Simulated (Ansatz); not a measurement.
Reaction (atomization): `C[Si]([SiH3])Cl`• → C• + Cl• + 6 H• + 2 Si•

Program: Ansatz. Geometries: PBE0-D4/def2-TZVP. ΔE: electronic, gas phase. CCSD(T)/CBS is the MP2 limit (def2-TZVPP, def2-QZVPP) plus CCSD(T) − MP2 in def2-TZVPP, frozen cores. This one scheme is used for every species, atoms too. Functionals use def2-TZVPP. B3LYP here is the variant with VWN-RPA as its local correlation; programs differ in this. Open shells (•) are unrestricted, without spin–orbit coupling. Spin–orbit coupling would lower the free atoms: a little for C, Cl, Si.

(1) What is ΔE at CCSD(T)/CBS? (Best estimate.)

(2) What do these levels give: PBE-D4, B3LYP-D4, r2SCANh-D4, BHLYP-D4, CAM-B3LYP-D4, ωB97M-V, B2PLYP, r2SCAN0, LC-ωPBE, CCSD(T)/def2-TZVPP, SCS-MP2/def2-QZVPP, MP2/CBS(def2)? (An estimate is asked.)

Largest T1 diagnostic among the species: 0.013.

Results:

(1) The calculation gave: +33.07 eV.

(2) Ansatz gave: PBE-D4 33.27, B3LYP-D4 33.06, r2SCANh-D4 33.23, BHLYP-D4 32.61, CAM-B3LYP-D4 33.11, ωB97M-V 33.11, B2PLYP 32.58, r2SCAN0 33.01, LC-ωPBE 32.82, CCSD(T)/def2-TZVPP 32.21, SCS-MP2/def2-QZVPP 32.91, MP2/CBS(def2) 33.17 eV.

The D4 term adds +0.42 eV with B3LYP and +0.22 eV with PBE0; it sums over pairs of atoms, weighted by their polarisabilities, and B3LYP, whose exchange is more repulsive, gets the larger term. From BLYP to BHLYP (50 % exact exchange), in def2-TZVPP and without D4, ΔE moves by +0.07 eV.

For atomizations the MP2-based limit and the directly extrapolated one differ by several kJ/mol either way, and by 10 to 25 for some Ge, Se and Sn compounds, so smaller differences from it don't rank the levels.
